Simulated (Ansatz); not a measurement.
Start from `C#C[Si](F)(F)[GaH2]` and change one atom or group to get `C#C[Si](F)(F)Cl`.

Ansatz, PBE0-D4/def2-TZVP geometries, multiplicity 1. 

Scalar relativity is left out up to krypton.

```csv
property,`C#C[Si](F)(F)[GaH2]`
LUMO energy (PBE0/def2-TZVPP) / eV,-2.55
HOMO–LUMO gap (B3LYP/def2-TZVPP) / eV,4.97
HOMO energy (PBE/def2-TZVPP) / eV,-6.80
HOMO–LUMO gap (PBE0/def2-TZVPP) / eV,5.41
LUMO energy (PBE/def2-TZVPP) / eV,-3.34
size of the dipole moment (ωB97M-V/def2-TZVPP) / D,2.18
```

(1) Give the same properties after the change, and the shifts. (Estimate.)

Results:

(1) Computed: 
```csv
property,`C#C[Si](F)(F)Cl`,shift
LUMO energy (PBE0/def2-TZVPP) / eV,-0.89,1.66
HOMO–LUMO gap (B3LYP/def2-TZVPP) / eV,7.76,2.79
HOMO energy (PBE/def2-TZVPP) / eV,-7.84,-1.04
HOMO–LUMO gap (PBE0/def2-TZVPP) / eV,8.23,2.82
LUMO energy (PBE/def2-TZVPP) / eV,-1.83,1.51
size of the dipole moment (ωB97M-V/def2-TZVPP) / D,2.28,0.10
```

With PBE0 the HOMO falls by 1.16 eV and the LUMO rises by 1.66 eV, so the gap widens by about 2.82 eV. PBE moves the HOMO by -1.04 eV and ωB97M-V by -1.36 eV. The zero-point energy changes by -30.1 kJ/mol with -6 modes. Dipoles are sizes alone; their direction can turn.

Positive LUMOs are unbound, so they and the gaps depend on the basis.

B3LYP here is the variant with VWN-RPA as its local correlation; programs differ in this.
